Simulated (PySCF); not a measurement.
## A small calculation by hand: chemical shift, span and skew from a shielding tensor

VOF3, SMILES [O]=[V]([F])([F])[F], multiplicity 1. Atoms are numbered in the order given.

```xyz
5

V      0.0000     0.0000    -0.0387
O      0.0000     0.0000    -1.5648
F      1.3985     0.8074     0.4966
F      0.0000    -1.6149     0.4966
F     -1.3985     0.8074     0.4966
```

Coordinates come from a ωB97X-D3(BJ)/def2-SVP optimisation. The spin state was assumed, not searched. The isomer is the one that the SMILES or the coordinates give; other isomers of the formula were not compared.

GIAO shieldings from HF/pcSseg-1 (PySCF), non-relativistic, no solvent. The symmetric part of the tensor of F3 has the principal values -514.5, 208.0, 302.8 ppm. The same nucleus in CFCl3 has σ = 238.5 ppm at this level (PySCF, at its B3LYP-D3(BJ)/def2-TZVP geometry).

**Question.** Work out the isotropic shielding, the ¹⁹F shift against CFCl3, the span and the skew.

**Answer.** 
σ(iso) = (σ11 + σ22 + σ33)/3 = -1.2 ppm. δ = σ(ref) − σ(iso) = 238.5 − (-1.2) = 239.7 ppm.
Span Ω = σ33 − σ11 = 817.3 ppm. Skew κ = 3(σ(iso) − σ22)/Ω = -0.77. Tumbling in solution averages the tensor to δ; in a static solid the shielding alone would spread this spin-1/2 line over Ω.
